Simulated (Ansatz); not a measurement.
[Ni(NH3)(H2O)5]2+ (NiNO5H13²⁺), relaxed as a triplet with UKS r2SCAN-D4/def2-SVP in Ansatz, starting from the GFN2-xTB (ALPB water) geometry. Force threshold 0.03 eV/Å.

Start:

```xyz
20

Ni    0.0158    0.0181    0.0673
N    -0.3788   -0.2573   -1.9942
H     0.3925    0.1037   -2.5508
H    -1.2233    0.2340   -2.2755
H    -0.5055   -1.2389   -2.2273
O     0.3954    0.2199    2.1695
H     0.6234    1.0510    2.5981
H     0.9611   -0.4593    2.5546
O     1.2587   -1.7132    0.1455
H     1.9418   -1.8970   -0.5085
H     0.7892   -2.5413    0.3037
O    -1.3555    1.6464    0.1292
H    -1.3522    2.4112   -0.4554
H    -1.7370    1.9320    0.9666
O    -1.5855   -1.3000    0.5649
H    -2.4420   -1.1869    0.1362
H    -1.7572   -1.4010    1.5086
O     1.6889    1.2321   -0.4533
H     2.5810    0.9513   -0.2226
H     1.6895    2.1952   -0.4566
```

```json
{"step": "1", "energy (eV)": "-52948.7661", "largest force component (eV/Å)": "1.191", "SCF passes": "46"}
{"step": "2", "energy (eV)": "-52948.8950", "largest force component (eV/Å)": "0.669", "SCF passes": "29"}
{"step": "3", "energy (eV)": "-52948.9379", "largest force component (eV/Å)": "0.488", "SCF passes": "30"}
{"step": "4", "energy (eV)": "-52948.9706", "largest force component (eV/Å)": "0.079", "SCF passes": "30"}
{"step": "5", "energy (eV)": "-52948.9912", "largest force component (eV/Å)": "0.048", "SCF passes": "31"}
{"step": "6", "energy (eV)": "-52948.9950", "largest force component (eV/Å)": "0.563", "SCF passes": "29"}
{"step": "7", "energy (eV)": "-52949.0211", "largest force component (eV/Å)": "0.068", "SCF passes": "30"}
{"step": "8", "energy (eV)": "-52949.0309", "largest force component (eV/Å)": "0.031", "SCF passes": "30"}
{"step": "9 (rejected)", "energy (eV)": "-52949.0309", "largest force component (eV/Å)": "0.214", "SCF passes": "24"}
{"step": "10", "energy (eV)": "-52949.0328", "largest force component (eV/Å)": "0.025", "SCF passes": "25"}
{"step": "11", "energy (eV)": "-52949.0328", "largest force component (eV/Å)": "0.164", "SCF passes": "26"}
{"step": "12", "energy (eV)": "-52949.0338", "largest force component (eV/Å)": "0.059", "SCF passes": "26"}
{"step": "13", "energy (eV)": "-52949.0343", "largest force component (eV/Å)": "0.005", "SCF passes": "25"}
```

Force components are those of the run's own axes.

End:

```tsv
atom	x (Å)	y (Å)	z (Å)
Ni1	0.005	0.003	0.006
N2	-0.498	-0.210	-1.986
H3	0.256	0.014	-2.644
H4	-1.282	0.387	-2.271
H5	-0.776	-1.164	-2.241
O6	0.509	0.193	2.014
H7	0.218	0.887	2.627
H8	1.091	-0.405	2.509
O9	1.210	-1.676	0.055
H10	2.115	-1.718	-0.294
H11	0.900	-2.592	0.127
O12	-1.122	1.718	0.274
H13	-0.857	2.622	0.044
H14	-2.073	1.749	0.464
O15	-1.594	-1.133	0.663
H16	-2.343	-1.554	0.212
H17	-1.714	-1.306	1.611
O18	1.681	1.156	-0.371
H19	2.227	1.463	0.370
H20	2.046	1.570	-1.168
```

By distances, no bond broke or formed. The bond that changes most is Ni1–O6, from 2.15 to 2.08 Å (atoms count from 1).

The force fell under the threshold at step 10, but the optimiser went on. No frequencies were taken in this run, so the end may be a saddle point.

Hardware: 2 threads of AMD EPYC 7R13 on a shared host and a share (18 GiB) of an NVIDIA H100 80GB HBM3. Wall time 36 s, peak host memory 0.92 GiB.
